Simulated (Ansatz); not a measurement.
Mulliken charges of CH3IOZn, SMILES `O[CH2][Zn][I]` from B3LYP/def2-TZVPP in Ansatz (PBE0-D4/def2-TZVP geometry).

| atom | x (Å) | y (Å) | z (Å) | charge (e) |
| --- | --- | --- | --- | --- |
| O1 | 0.168 | 1.146 | -1.111 | -0.337 |
| C2 | 0.525 | 0.502 | 0.103 | -0.103 |
| Zn3 | -0.387 | -1.230 | 0.380 | 0.254 |
| I4 | -1.562 | -3.353 | 0.655 | -0.215 |
| H5 | -0.727 | 1.481 | -1.031 | 0.187 |
| H6 | 0.388 | 1.159 | 0.970 | 0.102 |
| H7 | 1.595 | 0.295 | 0.035 | 0.113 |

Question: By hand: the dipole of these point charges (1 e Å = 4.8032 D).

Answer: Σ q r = (0.211, 0.399, 0.230) e Å, of length 0.507 e Å = 2.44 D.

Question: How does the dipole of the full density compare? (An estimate is asked.)

Answer: Ansatz gave: (0.028, 0.394, 0.174) e Å, 2.07 D; the point charges give 1.18 times that, at 22° from its direction.

Point charges leave out the atoms' own dipoles, such as those of lone pairs, and Mulliken's split depends on the basis, so the two needn't agree.

B3LYP here is the variant with VWN-RPA as its local correlation; programs differ in this.
